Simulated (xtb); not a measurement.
benzoquinone (C₆H₄O₂), singlet, at a GFN2-xTB geometry; GFN2-xTB (xtb 6.7.1).

Input for xtb:
```
$ xtb mol.xyz --gfn 2 --ohess --json

# file mol.xyz
12

O      2.61718484     0.51914830    -0.01082416
C      1.42622774     0.28290845    -0.00589860
C      0.41173671     1.35470827     0.04155026
C     -0.89730690     1.09504462     0.04696421
C     -1.42622774    -0.28290845     0.00589860
O     -2.61718484    -0.51914830     0.01082416
C     -0.41173671    -1.35470827    -0.04155026
C      0.89730690    -1.09504462    -0.04696421
H      0.79604929     2.36494929     0.07169503
H     -1.63787548     1.88215271     0.08176126
H     -0.79604929    -2.36494929    -0.07169503
H      1.63787548    -1.88215271    -0.08176126
```

It wrote (shortened):

```
   ID    Z sym.   atoms
    1    8 O      1, 6
    2    6 C      2-5, 7, 8
    3    1 H      9-12

           -------------------------------------------------
          |                Calculation Setup                |
           -------------------------------------------------

           -------------------------------------------------
          |                 G F N 2 - x T B                 |
           -------------------------------------------------

          ...................................................
          :                      SETUP                      :
          :.................................................:
          :  # basis functions                  36          :
          :  # atomic orbitals                  36          :
          :  # shells                           20          :
          :  # electrons                        40          :
          :  max. iterations                   250          :
          :  Hamiltonian                  GFN2-xTB          :
          :  restarted?                      false          :
          :  GBSA solvation                  false          :
          :  PC potential                    false          :
          :  electronic temp.          300.0000000     K    :
          :  accuracy                    1.0000000          :
          :  -> integral cutoff          0.2500000E+02      :
          :  -> integral neglect         0.1000000E-07      :
          :  -> SCF convergence          0.1000000E-05 Eh   :
          :  -> wf. convergence          0.1000000E-03 e    :
          :  Broyden damping             0.4000000          :
          :  net charge                          0          :
          :  unpaired electrons                  0          :
          ...................................................

 iter      E             dE          RMSdq      gap      omega  full diag
   1    -23.2153314 -0.232153E+02  0.637E+00    1.65       0.0  T
   2    -23.2467705 -0.314392E-01  0.338E+00    1.35       1.0  T
   3    -23.2430197  0.375086E-02  0.200E+00    1.50       1.0  T
   4    -23.2554816 -0.124620E-01  0.120E-01    1.39       1.0  T
   5    -23.2555123 -0.306116E-04  0.618E-02    1.40       1.0  T
   6    -23.2555215 -0.925246E-05  0.206E-02    1.40       1.4  T
   7    -23.2555213  0.201068E-06  0.784E-03    1.40       3.7  T
   8    -23.2555219 -0.617091E-06  0.139E-03    1.40      20.8  T
   9    -23.2555219  0.566313E-09  0.609E-04    1.40      47.4  T
  10    -23.2555219 -0.355424E-08  0.362E-05    1.40     796.5  T

   *** convergence criteria satisfied after 10 iterations ***

         :::::::::::::::::::::::::::::::::::::::::::::::::::::
         ::                     SUMMARY                     ::
         :::::::::::::::::::::::::::::::::::::::::::::::::::::
         :: total energy             -22.941090569015 Eh    ::
         :: gradient norm              0.000048262190 Eh/a0 ::
         :: HOMO-LUMO gap              1.402062844729 eV    ::
         ::.................................................::
         :: SCC energy               -23.255510930849 Eh    ::
         :: -> isotropic ES            0.044436528182 Eh    ::
         :: -> anisotropic ES         -0.000245611921 Eh    ::
         :: -> anisotropic XC          0.007570747793 Eh    ::
         :: -> dispersion             -0.008929273941 Eh    ::
         :: repulsion energy           0.314420361834 Eh    ::
         :: add. restraining           0.000000000000 Eh    ::
         :: total charge               0.000000000000 e     ::
         :::::::::::::::::::::::::::::::::::::::::::::::::::::

      -----------------------------------------------------------
     |                   =====================                   |
     |                        A N C O P T                        |
     |                   =====================                   |
     |               Approximate Normal Coordinate               |
[...]
 * total energy  :   -22.9410906 Eh     change       -0.4323653E-11 Eh
   *** GEOMETRY OPTIMIZATION CONVERGED AFTER 1 ITERATIONS ***
         :: total energy             -22.941090569019 Eh    ::
[...]
   9:  0.00  10:  0.00  11:  0.00  12:  0.00  13:  0.00  14:  0.00  15:  0.00  16:  0.00
  17:  0.00  18:  0.00  19:  0.00  20:  0.00  21:  0.00  22:  0.00  23:  0.00  24:  0.00
  25:  0.00  26:  0.00  27:  0.00  28:  0.00  29:  0.00  30:  0.00  31:  0.00  32:  0.00
  33:  0.00  34:  0.00  35:  0.00  36:  0.00
 output can be read by thermo (or use thermo option).
Molecule has the following symmetry elements: (i) 3*(C2) 3*(sigma)
It seems to be the D2h point group
 writing <g98.out> molden fake output.
 recommended (thermochemical) frequency scaling factor: 1.0
           -------------------------------------------------
          |             Thermodynamic Functions             |
           -------------------------------------------------

d2h symmetry found (for desy threshold:  0.10E+00) used in thermo

          ...................................................
          :                      SETUP                      :
          :.................................................:
          :  # frequencies                          30      :
          :  # imaginary freq.                       0      :
          :  linear?                             false      :
          :  only rotor calc.                    false      :
          :  symmetry                              d2h      :
          :  rotational number                       4      :
          :  scaling factor                  1.0000000      :
          :  rotor cutoff                   50.0000000 cm⁻¹ :
          :  imag. cutoff                  -20.0000000 cm⁻¹ :
          :.................................................:

    mode    ω/cm⁻¹     T·S(HO)/kcal·mol⁻¹    T·S(FR)/kcal·mol⁻¹   T·S(vib)
   ------------------------------------------------------------------------
       1     63.42    -1.29631 ( 72.13%)    -0.98583 ( 27.87%)    -1.20978
       2    193.25    -0.65485 ( 99.55%)    -0.65594 (  0.45%)    -0.65486
   ------------------------------------------------------------------------

   temp. (K)  partition function   enthalpy   heat capacity  entropy
                                   cal/mol     cal/K/mol   cal/K/mol   J/K/mol
 298.15  VIB   17.2                 2339.777     17.947     13.207
         ROT  0.648E+05              888.752      2.981     24.997
         INT  0.111E+07             3228.529     20.927     38.204
         TR   0.109E+28             1481.254      4.968     39.932
         TOT                        4709.7834    25.8956    78.1363   326.9221

       T/K    H(0)-H(T)+PV         H(T)/Eh          T*S/Eh         G(T)/Eh
   ------------------------------------------------------------------------
    298.15    0.750552E-02    0.893013E-01    0.371251E-01    0.521762E-01
   ------------------------------------------------------------------------

         :::::::::::::::::::::::::::::::::::::::::::::::::::::
         ::                  THERMODYNAMIC                  ::
         :::::::::::::::::::::::::::::::::::::::::::::::::::::
         :: total free energy         -22.888914355190 Eh   ::
         ::.................................................::
         :: total energy              -22.941090569019 Eh   ::
         :: zero point energy           0.081795752727 Eh   ::
         :: G(RRHO) w/o ZPVE           -0.029619538898 Eh   ::
         :: G(RRHO) contrib.            0.052176213829 Eh   ::
         :::::::::::::::::::::::::::::::::::::::::::::::::::::

optimized geometry written to: xtbopt.xyz

           -------------------------------------------------
          | TOTAL ENERGY              -22.941090569019 Eh   |
          | TOTAL ENTHALPY            -22.851789298740 Eh   |
          | TOTAL FREE ENERGY         -22.888914355190 Eh   |
          | GRADIENT NORM               0.000048540033 Eh/α |
          | HOMO-LUMO GAP               1.402063998513 eV   |
           -------------------------------------------------

normal termination of xtb
```
